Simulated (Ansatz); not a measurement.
Basis-set extrapolation for ClFHOSi, SMILES `O[Si](F)Cl` radical (PBE0-D4/def2-TZVP geometry, frozen core, Ansatz 0.2.0). Multiplicity 2, UHF reference.

```tsv
	def2-TZVPP	def2-QZVPP
HF	-923.558139	-923.589231
MP2 correlation	-0.768870	-0.841613
CCSD(T) correlation	-0.818076	not run
```

Energies in hartree. Use E(X) = E(∞) + A·exp(−7.88·√X) for Hartree–Fock and E(X) = E(∞) + B·X^(−2.97) for correlation, with X = 3 and 4, and add CCSD(T) minus MP2 of the smaller set to the MP2 limit.

Problem. What is the CCSD(T) energy at the basis-set limit?

Solution. HF limit: -923.589231 + (-0.031092) × 0.13774 = -923.59351. MP2 limit: -0.841613 + (-0.072743) × 0.74074 = -0.89550. Higher-order term: -0.818076 − (-0.768870) = -0.04921. Total: -924.53822 hartree, 101.7 kcal/mol below CCSD(T)/def2-TZVPP.
